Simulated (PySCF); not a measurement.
Compound: C6H6F2.
SMILES: `FC1C=C[C@@H](F)CC=1`

The closed-shell ground state was solved at several levels (PySCF, density fitting, gas phase, non-relativistic). Isolated species at its GFN2-xTB geometry (one conformer only).

```tsv
level	basis functions	total energy (Eh)	HOMO (eV)	LUMO (eV)	gap (eV)	dipole (D)
CAM-B3LYP/def2-SVPD	214	-431.4238	-8.16	-0.35	7.81	2.35
B3LYP/pcJ-1	276	-431.9059	-6.60	-1.56	5.04	2.24
```

What might PBE0/pcSseg-1 (166 basis functions) give for the same quantities?

Total energy -431.3833 Eh, HOMO -6.83 eV, LUMO -1.39 eV, gap 5.44 eV, dipole 2.25 D.

Over all these levels, which gives the widest orbital gap and which the narrowest?

CAM-B3LYP/def2-SVPD (range-separated hybrid) has the widest, 7.81 eV, and B3LYP/pcJ-1 (global hybrid, 20 % exact exchange) the narrowest, 5.04 eV. Functional and basis both differ between the two, so the spread mixes both effects.

How far do the dipole and the HOMO energy spread over the levels?

The dipole runs from 2.24 to 2.35 D (mean 2.28 D) and the HOMO from -8.16 to -6.60 eV.
